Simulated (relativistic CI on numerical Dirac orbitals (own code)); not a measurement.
Method of calculation: Dirac-Coulomb-Breit CI, orbitals from a KLI potential per configuration, model QED, unscaled Slater integrals (own radial code, finite nucleus).

The strongest absorption lines from the ground level of an ion, among the configurations computed and to levels below about 854 eV (vacuum wavelength in nm, gf): 2.7371 (0.11), 2.8046 (0.76), 2.8278 (1.2), 2.8641 (1.2), 3.3239 (0.15), 3.4976 (0.34), 4.5037 (0.65), 4.8285 (0.11).

Q: Which ion is it?
A. Dy⁵²⁺
B. Yb⁵⁴⁺
C. Dy⁵⁰⁺
D. Ce⁴²⁺

A: C. Dy⁵⁰⁺ has 16 electrons and the ground level 3s²3p⁴ ³P2; the strongest line goes to 3s²3p³3d ³D°3. The pattern of lines fixes the number of electrons, and along that sequence the line energies rise steadily with the charge (about as its square where n changes within one kind of shell, about linearly where n is kept but much faster in heavy ions where fine structure, which grows about as Z⁴, sets the gap, and irregularly where shells cross), which fixes Z. Configurations outside the model, such as inner-shell arrays, can give stronger lines. At this charge energies of transitions that change n are usually good to better than 1 %, and those within a shell (Δn = 0) to a few per cent.

LS names give the leading component of a level, which can be under half, so a name can repeat, a term be missing and a line seem to break the LS rules.
